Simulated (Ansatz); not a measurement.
`[OH][GaH][Cl]` + `[SiH3][SeH]` → `[SiH3][Se][GaH][Cl]` + H₂O  (ligand exchange at a Ga–O bond)

Isolated molecules relaxed with PBE0-D4/def2-TZVP in Ansatz; ΔE leaves out vibrations. CCSD(T)/CBS adds triple-zeta CCSD(T) − MP2 to the extrapolated MP2 energy (def2 sets, frozen cores). This one scheme is used for every species. DFT in def2-TZVPP. HSE06 is defined as in plane-wave codes. For Ga, Se outer-core shells are correlated without core-valence functions, which leaves a few kJ/mol of doubt a bond. Scalar relativity is left out up to krypton. Each species was taken in one conformer, which may not be the lowest.

`[OH][GaH][Cl]`:

Cartesian coordinates in Å:
```
O 0.952 0.312 0.931
Ga -0.413 0.274 -0.197
Cl -0.632 -1.555 -1.297
H 1.466 -0.499 0.938
H -1.373 1.467 -0.375
```

`[SiH3][SeH]`:

Cartesian coordinates in Å:
```
Si -0.208 0.358 -0.400
Se 0.878 -1.478 0.402
H -1.636 0.365 0.005
H -0.101 0.249 -1.875
H 0.433 1.613 0.064
H 0.634 -1.107 1.803
```

`[SiH3][Se][GaH][Cl]`:

```xyz
8

Si   -1.204    0.858   -0.572
Se    0.966    1.208    0.058
Ga    1.412   -0.975    0.665
Cl    3.409   -1.284    1.377
H    -1.557   -0.573   -0.388
H    -1.359    1.233   -1.998
H    -2.092    1.705    0.260
H     0.425   -2.172    0.599
```

H₂O:

Cartesian coordinates in Å:
```
O -0.056 0.297 -0.245
H 0.744 -0.220 -0.127
H -0.688 -0.077 0.372
```

```csv
level,ΔE (kJ/mol)
r2SCANh-D4,-45.8
r2SCAN0-D4,-49.1
ωB97M-V,-43.3
BLYP,-30.6
HSE06,-48.4
MP2/def2-SVP,-33.6
HF/def2-QZVPP,-36.0
SCS-MP2/def2-QZVPP,-44.0
```

What does CCSD(T)/CBS give? (Best estimate.)

Ansatz gave: -51.0 kJ/mol. The listed levels differ from it by 5.2, 1.9, 7.7, 20.4, 2.6, 17.4, 15.0, 7.0 kJ/mol.

What do rigid-rotor, harmonic-oscillator terms from PBE0-D4/def2-TZVP frequencies (298.15 K, 1 bar) make of the CCSD(T)/CBS value? (Best estimate.)

Computed: ΔZPE = +4.0 kJ/mol, ΔH = -42.5 kJ/mol, ΔS = -2 J/(mol·K), ΔG = -41.8 kJ/mol. Modes under 50 cm⁻¹ make the entropy rough.

Largest T1 diagnostic among the species: 0.013.

From r2SCAN to r2SCAN0 (25 % exact exchange), in def2-TZVPP and without D4, ΔE moves by −5.3 kJ/mol. At CCSD(T), def2-SVP lies +20.0 kJ/mol from the extrapolated value and def2-TZVPP +7.5 kJ/mol.
